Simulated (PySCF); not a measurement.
A survey of 19F NMR shifts

[PySCF 2.14: geometry from GFN2-xTB; shielding tensors at PBE0/pcSseg-1 (GIAO); a single conformation; equivalent nuclei averaged; isolated molecule; non-relativistic Hamiltonian]

Shieldings were converted by a linear fit to measured shifts: 19F: δ = 146.13 − 0.903σ +14.6 on sp3 carbon (rms 6.0 ppm, 223 shifts, 7.0 ppm with the 5 outliers that the fit left out vs CFCl3, solution or neat liquid). A few per cent of atoms miss by over 2 rms, more outside the fitted compound classes.

**Question.** Give the 19F shifts of `C[C@@H](C(F)F)C(C)(C)F`, `C[C@@H](CF)C[C@@H](F)CF`, `C[P@](=O)(O)C(F)(F)F`.

**Answer.** 
```json
{"compound": "[CH3:1][C@@H:2]([CH:3]([F:4])[F:5])[C:6]([CH3:7])([CH3:8])[F:9]", "environment": "F4: fluorine of a CF2 group", "δ (ppm)": "-124.6"}
{"compound": "[CH3:1][C@@H:2]([CH:3]([F:4])[F:5])[C:6]([CH3:7])([CH3:8])[F:9]", "environment": "F5: fluorine of a CF2 group", "δ (ppm)": "-129.1"}
{"compound": "[CH3:1][C@@H:2]([CH:3]([F:4])[F:5])[C:6]([CH3:7])([CH3:8])[F:9]", "environment": "F9: fluorine on an sp3 carbon", "δ (ppm)": "-151.8"}
{"compound": "[CH3:1][C@@H:2]([CH2:3][F:4])[CH2:5][C@@H:6]([F:7])[CH2:8][F:9]", "environment": "F7: fluorine on an sp3 carbon", "δ (ppm)": "-195.9"}
{"compound": "[CH3:1][C@@H:2]([CH2:3][F:4])[CH2:5][C@@H:6]([F:7])[CH2:8][F:9]", "environment": "F9: fluorine on an sp3 carbon", "δ (ppm)": "-234.1"}
{"compound": "[CH3:1][C@@H:2]([CH2:3][F:4])[CH2:5][C@@H:6]([F:7])[CH2:8][F:9]", "environment": "F4: fluorine on an sp3 carbon", "δ (ppm)": "-235.0"}
{"compound": "C[P@](=O)(O)C(F)(F)F", "environment": "fluorine of a CF3 group (×3)", "δ (ppm)": "-79.3"}
```

**Question.** Match the shifts -65.2, -75.2, -177.9 ppm to `CC(C)[C@H](C)C(F)(F)F`, `F/C=C\O[SiH2]CO[SiH3]`, `CC[C@H](C)CC(F)(F)F`.

**Answer.** -65.2: CC[C@H](C)CC(F)(F)F (fluorine of a CF3 group); -75.2: CC(C)[C@H](C)C(F)(F)F (fluorine of a CF3 group); -177.9: F/C=C\O[SiH2]CO[SiH3] (vinylic fluorine).
